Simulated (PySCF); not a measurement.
# [Ag(NH3)4]2+: what the settings change

The complex [Ag(NH3)4]2+ (charge +2) contains Ag(II), shell d9. The structure is a PBE0-D3(BJ)/def2-SVP, IEF-PCM water geometry optimised for multiplicity 2; coordination square planar, point group Ci, metal–donor distances 2.19 Å.

The d shell alone is too small an active space for [Ag(NH3)4]2+ (an active orbital has only 0.68 squared overlap with the free ion's shell): its levels, fitted parameters, g values and moments show what this model gives and aren't sound predictions.

```
17

Ag    0.0000    0.0000    0.0000
N     2.1893   -0.0234    0.0000
H     2.6029    0.9095    0.0053
H     2.5446   -0.5184    0.8196
H     2.5424   -0.5100   -0.8255
N    -2.1893    0.0234    0.0000
H    -2.6029   -0.9095   -0.0053
H    -2.5424    0.5100    0.8255
H    -2.5446    0.5184   -0.8196
N    -0.0234    2.1891    0.0000
H     0.0016    2.5424    0.9581
H     0.7765    2.5887   -0.4926
H    -0.8665    2.5617   -0.4388
N     0.0234   -2.1891    0.0000
H    -0.0016   -2.5424   -0.9581
H     0.8665   -2.5617    0.4388
H    -0.7765   -2.5887    0.4926
```

Method (PySCF 2.14, density fitting): CASSCF(9,5) with orbitals averaged over all microstates of the shell, strongly contracted NEVPT2 on the averaged canonical orbitals; basis x2c-TZVPall on the metal, x2c-SVPall elsewhere; spin-free X2C; IEF-PCM water; spin-orbit coupling by state interaction with the mean-field operator over all roots.

Base run: NEVPT2 ground state 2Ag, next 2Ag at 27347, then 2Ag at 28214 cm⁻¹, ζ 1672 cm⁻¹, g 2.073 2.073 2.346, μeff(300 K) 1.89 μB.

(1) What happens with the basis x2c-TZVPall on all atoms?

NEVPT2 lifts 2Ag from 21236 to 28214 cm⁻¹; on the d shell alone such lifts tend to overshoot.

## Answers

(1) NEVPT2 ground state 2Ag, next 2Ag at 26853, then 2Ag at 27676 cm⁻¹, ζ 1672 cm⁻¹, g 2.074 2.074 2.352, μeff(300 K) 1.89 μB. It took 41 s against 20 s on a shared host of the same kind.
